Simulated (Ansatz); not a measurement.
Geometry optimisation, RKS B3LYP-D4/def2-SVP in Ansatz 0.2.0.

Input:

```yaml
crystal:
  periodic: [false, false, false]
  atoms:
    - { symbol: B, position_ang: [-0.394706, -1.33648, 0.206915] }
    - { symbol: Cl, position_ang: [-0.844222, 0.873906, -2.010883] }
    - { symbol: O, position_ang: [-0.198858, -2.329857, -0.698721] }
    - { symbol: O, position_ang: [-1.616104, -1.077589, 0.737373] }
    - { symbol: H, position_ang: [0.957088, 1.637096, 0.940146] }
    - { symbol: O, position_ang: [0.756341, -0.598599, 0.65886] }
    - { symbol: H, position_ang: [-0.279342, 1.655532, -1.11825] }
    - { symbol: O, position_ang: [0.934593, 2.534396, 0.572249] }
    - { symbol: H, position_ang: [-1.029229, -2.742833, -0.966082] }
    - { symbol: H, position_ang: [-1.622684, -0.322595, 1.337134] }
    - { symbol: H, position_ang: [1.536683, -0.921646, 0.190076] }
    - { symbol: H, position_ang: [1.80044, 2.628769, 0.151184] }
basis:
  gaussian: { orbitals: def2-SVP }
hamiltonian:
  xc: b3lyp
  dispersion: d4
relax:
  f_tol: 0.03
  max_steps: 50
```

Run as:

```bash
$ ansatz run input.yaml --threads 2 --pin off --max-ram 3072MiB --backend cpu --events-out ev --progress --plain --runs-dir out
```

Where does it end, and by what steps?

The forces met the threshold. After 16 steps the energy has fallen by 0.425 eV; H12 moved furthest, 1.46 Å.

```json
{"step": "0", "energy less start (eV)": "0.0000", "largest force component (eV/Å)": "1.488", "accepted": "yes"}
{"step": "1", "energy less start (eV)": "-0.1415", "largest force component (eV/Å)": "0.843", "accepted": "yes"}
{"step": "2", "energy less start (eV)": "-0.2356", "largest force component (eV/Å)": "0.429", "accepted": "yes"}
{"step": "3", "energy less start (eV)": "-0.2712", "largest force component (eV/Å)": "0.294", "accepted": "yes"}
{"step": "4", "energy less start (eV)": "-0.2748", "largest force component (eV/Å)": "0.282", "accepted": "yes"}
{"step": "5", "energy less start (eV)": "-0.2831", "largest force component (eV/Å)": "0.371", "accepted": "yes"}
{"step": "6", "energy less start (eV)": "-0.2992", "largest force component (eV/Å)": "0.315", "accepted": "yes"}
{"step": "7", "energy less start (eV)": "-0.3117", "largest force component (eV/Å)": "0.557", "accepted": "yes"}
{"step": "8", "energy less start (eV)": "-0.3455", "largest force component (eV/Å)": "0.285", "accepted": "yes"}
{"step": "9", "energy less start (eV)": "-0.3747", "largest force component (eV/Å)": "0.266", "accepted": "yes"}
{"step": "10", "energy less start (eV)": "-0.3876", "largest force component (eV/Å)": "0.852", "accepted": "yes"}
{"step": "11", "energy less start (eV)": "-0.4179", "largest force component (eV/Å)": "0.216", "accepted": "yes"}
{"step": "12", "energy less start (eV)": "-0.4125", "largest force component (eV/Å)": "0.341", "accepted": "no"}
{"step": "13", "energy less start (eV)": "-0.4221", "largest force component (eV/Å)": "0.201", "accepted": "yes"}
{"step": "14", "energy less start (eV)": "-0.4236", "largest force component (eV/Å)": "0.125", "accepted": "yes"}
{"step": "15", "energy less start (eV)": "-0.4243", "largest force component (eV/Å)": "0.093", "accepted": "yes"}
{"step": "16", "energy less start (eV)": "-0.4248", "largest force component (eV/Å)": "0.026", "accepted": "yes"}
```

```xyz
12
Properties=species:S:1:pos:R:3
B -0.194 -1.227 0.226
Cl -0.369 1.332 -2.388
O -0.334 -2.477 -0.297
O -1.245 -0.539 0.734
H 0.896 1.080 0.547
O 1.079 -0.667 0.251
H -0.174 1.715 -1.147
O 0.237 1.808 0.610
H -1.259 -2.754 -0.317
H -1.020 0.383 0.948
H 1.723 -1.209 -0.221
H 0.660 2.554 1.055
```

Run time: 58 s on 2 threads of AMD EPYC 7R43 64-Core Processor (Zen 3), on a shared host, peak memory 0.29 GiB.
